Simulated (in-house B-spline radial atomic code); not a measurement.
Ge²⁺. Computed with a B-spline radial atomic code. Model: non-relativistic spherical atom: semilocal Troullier-Martins pseudo-atom, one channel per l, against all electrons, high spin, G0W0 and RPA with empty states to l = 8, local potential for every l without a channel, a model core (radius 0 = none) keeps its share of the functional.

What the tables leave out is listed at the end.

The pseudopotential gives back the lowest level of each angular momentum of its own functional in the configuration it was made in; a second state of the same l is only approximately right. Exact exchange, RPA and GW see the smooth pseudo-orbitals and miss the exchange with the core, for which the functional's share stands in. The column with an uncorrelated core keeps all orbitals and exact exchange, and so separates missing core correlation from pseudisation. Only the three outermost levels and the lowest empty one were computed. RPA here is direct RPA, with no exchange kernel, and its energies carry an (l + 1/2)⁻⁴ tail. A hybrid on a potential with a model core restores only its own semilocal share of the core's exchange.

Command:
```bash
python run_psgw.py task.json out
```
Settings (lengths in bohr, energies in hartree):
```
Z                      32
electrons              30
configuration          [Ar] 3d10 4s2
generated_in           [Ar] 3d10 4s2 4p2
functional             lda,vwn
core_shells            4
radius_factor          1.15
core_correction        True
ion_configuration      [Ar] 3d10 4s1
```

Time taken, with all properties: 59 s on 1 thread of Arm Neoverse N1, with other jobs on the host.

Given: made with LDA VWN5; model core radius 0.291 bohr; local radius 0.836 bohr; mean-field start LDA VWN5.

Valence shells of the generating configuration: 3p, 3d, 4s, 4p.

Channel: s 2.009, p 0.629, d 1.738 (radii in bohr).

Computed: largest level miss in the spin-unpolarised generating configuration 0.019 eV; valence RPA correlation energy all-electron orbitals -1.3071 hartree; valence RPA correlation energy pseudo -1.3095 hartree; all-electron RPA polarisability, core included 8.6097 bohr³; pseudo-atom RPA polarisability 8.5959 bohr³; ionisation by mean-field pseudo minus all 0.041 eV; ionisation by RPA pseudo minus all 1.463 eV.

```
     level  occupied  mean-field all-electron (eV)  mean-field pseudo minus all (eV)  G0W0 all-electron (eV)  G0W0 uncorrelated core minus all (eV)  G0W0 pseudo minus all (eV)  exchange self-energy all-electron (eV)  exchange self-energy pseudo (eV)
        4s         1                       -29.161                            -0.016                 -34.035                                 -0.092                      -1.463                                 -16.734                           -17.368
4p (empty)         0                       -20.108                            -0.052                 -16.051                                  0.002                       0.215                                 -5.3672                           -4.3564
```

(1) What is the ionisation by mean-field all-electron?

(2) What is the ionisation by RPA all-electron?

Given: mean-field start PBE0.

Computed: valence RPA correlation energy pseudo -1.2614 hartree; all-electron RPA polarisability, core included 8.0152 bohr³; pseudo-atom RPA polarisability 7.6114 bohr³; ionisation by mean-field pseudo minus all 0.457 eV; ionisation by RPA all-electron 33.836 eV; ionisation by RPA pseudo minus all 1.491 eV.

| level | occupied | mean-field all-electron (eV) | mean-field pseudo minus all (eV) | G0W0 all-electron (eV) | G0W0 uncorrelated core minus all (eV) | G0W0 pseudo minus all (eV) | exchange self-energy all-electron (eV) | exchange self-energy pseudo (eV) |
| --- | --- | --- | --- | --- | --- | --- | --- | --- |
| 4s | 1 | -29.806 | -0.363 | -33.877 | -0.084 | -1.49 | -16.381 | -17.683 |
| 3d | 1 | -53.867 | 0.443 | -61.034 | 0.07 | 1.567 | -63.158 | -49.884 |
| 4p (empty) | 0 | -18.694 | 0.217 | -16.046 | 0.002 | 0.355 | -4.9666 | -4.0075 |

(3) What is the ionisation by mean-field all-electron?

(4) What is the valence RPA correlation energy all-electron orbitals?

Results:

(1) 34.273 eV.

(2) 34.008 eV.

(3) 33.513 eV.

(4) -1.2504 hartree.

Among the listed levels the largest G0W0 shift of the pseudo-atom is +1.57 eV, for 3d on the PBE0 start, while leaving the core uncorrelated moves that level by +0.07 eV. So pseudisation and the lost core exchange, not the missing core correlation, make the error. Not in the tables (levels of low weight, unsolved or above zero; the highest and the empty levels are kept at any weight): on LDA the G0W0 levels 3d (pseudo minus all +1.01 eV, weights 0.83 and 0.45), 3p (pseudo minus all +4.23 eV, weights 0.27 and 0.01); on PBE0 the G0W0 levels 3p (pseudo minus all +3.54 eV, weights 0.63 and 0.30); no Hartree-Fock pseudo-atom is run with a model core.
